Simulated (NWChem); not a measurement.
System: AlHOBrF; SMILES [OH][Al]([F])[Br]

NWChem input:

```
start job
memory heap 200 mb stack 900 mb global 1100 mb
geometry units angstroms noautoz
  Al     0.103372    -0.887029     0.000000
  F     -1.228121    -1.872819     0.000000
  Br    -0.175014     1.319549     0.000000
  O      1.659701    -1.527909     0.000000
  H      1.884157    -2.459913     0.000000
end
basis spherical
  * library def2-svp
end
dft
  xc b3lyp
  iterations 150
  vectors input atomic output neutral.movecs
end
task dft energy
charge 1
dft
  odft
  mult 2
  vectors input atomic output cation.movecs
end
task dft energy
```

Geometry: optimised at PBE0/def2-SVP. B3LYP is NWChem's, with the RPA form of VWN correlation.

Ions are spin-unrestricted doublets at the neutral geometry; other ion states weren't tried.

Task: Give the results of this calculation. (B3LYP/def2-SVP, vertical spin-unrestricted ions.) Quantities: vertical ionisation energy, ΔSCF (eV); −ε(HOMO) (eV).

Result: 
| Property | Value |
|---|---|
| vertical ionisation energy, ΔSCF (eV) | 11.27 |
| −ε(HOMO) (eV) | 8.39 |
